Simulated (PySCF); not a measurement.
C3H2F3O, SMILES [CH]=C(O)C(F)(F)F, multiplicity 2. Atoms are numbered in the order given.

```xyz
9

C      1.3280     1.5461     0.0000
C      0.1429     0.9571     0.0000
O     -1.0755     1.5548     0.0000
C     -0.0087    -0.5547     0.0000
F     -0.6839    -0.9716    -1.0830
F     -0.6839    -0.9716     1.0830
F      1.1896    -1.1592     0.0000
H      2.3784     1.2751     0.0000
H     -0.9432     2.5167     0.0000
```
Charge 0, spin multiplicity 2.

Coordinates come from a TPSSh-D3(BJ)/def2-SVP optimisation. The isomer is the one that the SMILES or the coordinates give; other isomers of the formula were not compared. One conformer was computed; it need not be the lowest.

Method: TPSSh-D3(BJ)/def2-SVP run with PySCF 2.14.0.

No scaling factor is applied to the harmonic values.

Q: Estimate the vibrational spectrum. (The exact figures need the calculation; the answer reports its results.)

A: 
```json
[
 {"mode": "1", "ν (cm⁻¹)": "59", "IR (km/mol)": "0.4", "moving atoms (share of kinetic energy)": "F 34 %, O 30 %, C 28 %, H 8 %"},
 {"mode": "2", "ν (cm⁻¹)": "226", "IR (km/mol)": "0.1", "moving atoms (share of kinetic energy)": "F 48 %, O 26 %, C 18 %, H 8 %"},
 {"mode": "3", "ν (cm⁻¹)": "238", "IR (km/mol)": "1.6", "moving atoms (share of kinetic energy)": "F 66 %, C 19 %, H 9 %"},
 {"mode": "4", "ν (cm⁻¹)": "355", "IR (km/mol)": "7.9", "moving atoms (share of kinetic energy)": "C 31 %, F 26 %, H 24 %, O 20 %"},
 {"mode": "5", "ν (cm⁻¹)": "410", "IR (km/mol)": "125.4", "moving atoms (share of kinetic energy)": "H 83 %"},
 {"mode": "6", "ν (cm⁻¹)": "415", "IR (km/mol)": "0.8", "moving atoms (share of kinetic energy)": "F 62 %, O 21 %, C 13 %"},
 {"mode": "7", "ν (cm⁻¹)": "503", "IR (km/mol)": "22.5", "moving atoms (share of kinetic energy)": "F 73 %, C 21 %"},
 {"mode": "8", "ν (cm⁻¹)": "570", "IR (km/mol)": "1.5", "moving atoms (share of kinetic energy)": "F 66 %, C 15 %, H 13 %"},
 {"mode": "9", "ν (cm⁻¹)": "599", "IR (km/mol)": "30.0", "moving atoms (share of kinetic energy)": "H 80 %, C 14 %"},
 {"mode": "10", "ν (cm⁻¹)": "609", "IR (km/mol)": "24.8", "moving atoms (share of kinetic energy)": "C 44 %, F 41 %, H 12 %"},
 {"mode": "11", "ν (cm⁻¹)": "686", "IR (km/mol)": "0.1", "moving atoms (share of kinetic energy)": "C 66 %, F 25 %"},
 {"mode": "12", "ν (cm⁻¹)": "775", "IR (km/mol)": "36.8", "moving atoms (share of kinetic energy)": "H 41 %, F 31 %, C 24 %"},
 {"mode": "13", "ν (cm⁻¹)": "812", "IR (km/mol)": "11.3", "moving atoms (share of kinetic energy)": "F 44 %, C 23 %, H 18 %, O 15 %"},
 {"mode": "14", "ν (cm⁻¹)": "1141", "IR (km/mol)": "242.8", "moving atoms (share of kinetic energy)": "C 47 %, O 31 %, H 14 %"},
 {"mode": "15", "ν (cm⁻¹)": "1192", "IR (km/mol)": "294.1", "moving atoms (share of kinetic energy)": "C 77 %, F 23 %"},
 {"mode": "16", "ν (cm⁻¹)": "1210", "IR (km/mol)": "363.7", "moving atoms (share of kinetic energy)": "C 66 %, F 18 %, H 14 %"},
 {"mode": "17", "ν (cm⁻¹)": "1252", "IR (km/mol)": "60.9", "moving atoms (share of kinetic energy)": "C 53 %, H 32 %, F 11 %"},
 {"mode": "18", "ν (cm⁻¹)": "1382", "IR (km/mol)": "102.9", "moving atoms (share of kinetic energy)": "C 70 %, H 22 %"},
 {"mode": "19", "ν (cm⁻¹)": "1702", "IR (km/mol)": "77.5", "moving atoms (share of kinetic energy)": "C 94 %"},
 {"mode": "20", "ν (cm⁻¹)": "3319", "IR (km/mol)": "22.3", "moving atoms (share of kinetic energy)": "H 90 %, C 10 %"},
 {"mode": "21", "ν (cm⁻¹)": "3765", "IR (km/mol)": "64.8", "moving atoms (share of kinetic energy)": "H 94 %"}
]
```
